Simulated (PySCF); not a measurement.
C4H12F2Si2, SMILES C(C[SiH](C)C)[SiH](F)F, GFN2-xTB optimised geometry.

```
20

Si    -2.66    -2.39     3.14
F     -4.25    -2.58     3.07
F     -2.15    -3.91     3.05
C     -2.04    -1.43     1.64
C     -0.51    -1.36     1.56
Si     0.12    -0.46     0.00
C     -0.53     1.33     0.00
C      2.02    -0.46     0.00
H     -2.34    -1.91     4.46
H     -2.44    -0.41     1.66
H     -2.42    -1.89     0.73
H     -0.11    -2.38     1.58
H     -0.13    -0.87     2.46
H     -0.39    -1.16    -1.19
H     -0.13     1.89    -0.84
H     -1.61     1.37    -0.07
H     -0.24     1.86     0.91
H      2.41    -1.47     0.01
H      2.41     0.03    -0.89
H      2.42     0.06     0.86
```

Density from B3LYP/def2-SVP (PySCF) at that geometry.

Minimum of the electron density along straight lines between bonded atoms, close to the bond critical point (lines longer than 1.1 times the sum of covalent radii, or with two minima, are not listed):

| bond | length / Å | ρ at the minimum / e bohr⁻³ | ∇²ρ there / e bohr⁻⁵ | position (fraction from the first atom) |
|---|---|---|---|---|
| Si1–F2 | 1.603 | 0.121 | 1.12 | 0.42 |
| Si1–F3 | 1.602 | 0.121 | 1.13 | 0.42 |
| Si1–C4 | 1.886 | 0.120 | 0.31 | 0.38 |
| C4–C5 | 1.534 | (withheld) | (withheld) | 0.51 |
| C5–Si6 | 1.911 | 0.110 | 0.30 | 0.62 |
| Si6–C7 | 1.904 | 0.110 | 0.32 | 0.38 |
| Si6–C8 | 1.901 | 0.111 | 0.31 | 0.38 |
| Si1–H9 | 1.444 | 0.125 | 0.34 | 0.49 |
| C4–H10 | 1.091 | 0.272 | -0.97 | 0.62 |
| C5–H12 | 1.091 | 0.273 | -0.97 | 0.62 |
| C5–H13 | 1.092 | 0.272 | -0.95 | 0.62 |
| Si6–H14 | 1.475 | 0.115 | 0.33 | 0.49 |
| C7–H15 | 1.086 | 0.272 | -0.97 | 0.62 |
| C7–H16 | 1.086 | 0.272 | -0.97 | 0.62 |
| C7–H17 | 1.087 | 0.272 | -0.97 | 0.62 |
| C8–H18 | 1.085 | 0.273 | -0.98 | 0.62 |
| C8–H19 | 1.085 | 0.273 | -0.98 | 0.62 |
| C8–H20 | 1.086 | 0.272 | -0.97 | 0.62 |

Task: What belongs in the gaps?

Result: 
- C4–C5, ρ at the minimum / e bohr⁻³: 0.234
- C4–C5, ∇²ρ there / e bohr⁻⁵: -0.50
